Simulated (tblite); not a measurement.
Write Cartesian coordinates for `CCP(C)(C)(C)CC` as optimised with GFN2-xTB.

```xyz
27
C7H19P angstrom
C     -2.3181    0.9231   -0.8311
C     -1.6682    0.5145    0.4846
P     -0.0355   -0.3371    0.1795
C     -0.9360   -2.0738    0.0387
C      0.8689   -0.9969    1.6652
C      0.5858   -0.5439   -1.5614
C      0.9039    1.3906    0.3240
C      2.3979    1.3761    0.0134
H     -3.2818    1.3960   -0.6467
H     -1.6887    1.6276   -1.3697
H     -2.4787    0.0557   -1.4668
H     -2.3186   -0.1791    1.0204
H     -1.5067    1.3951    1.1079
H     -1.7357   -2.0572   -0.7016
H     -1.3760   -2.3914    0.9837
H     -0.2283   -2.8458   -0.2671
H      1.3610   -1.9263    1.3865
H      0.1163   -1.2254    2.4180
H      1.5905   -0.2998    2.0770
H      1.5726   -0.9988   -1.4851
H      0.6814    0.4189   -2.0541
H     -0.0584   -1.2008   -2.1377
H      0.7632    1.7467    1.3512
H      0.4215    2.1311   -0.3217
H      2.5809    1.3528   -1.0583
H      2.8823    2.2682    0.4112
H      2.8846    0.5061    0.4523
```

Any rigid rotation of these coordinates is as good. Atoms count from 1 in this order. The 5 C–P bonds span 1.860 Å (P3–C6, drawn single) to 1.972 Å (P3–C7, drawn single), a spread of 0.112 Å. P3 (phosphorus bonded to 5 C) is trigonal bipyramidal (τ5 = (β − α)/60° = 0.93 from the two widest angles, 178.9° and 123.1° (0 for a square pyramid, 1 for a trigonal bipyramid)). Of the pairs four or more bonds apart, H19···H27 is among the closest relative to their van der Waals radii: 2.23 Å, 93 % of the sum of Bondi's values.

Bonds between heavy atoms (Å): C1–C2 1.523, C2–P3 1.867, P3–C4 1.961, P3–C5 1.860, P3–C6 1.860, P3–C7 1.972, C7–C8 1.526.

The geometry is computed with GFN2-xTB (gas phase).

Point group: C1 (no symmetry element, even within 0.4 Å). Its GFN2-xTB frequencies are all real (lowest 85 cm⁻¹). 3 starts were optimised and ended at 0.00, 0.01 and 2.59 kcal/mol (GFN2-xTB); the lowest of these is shown.
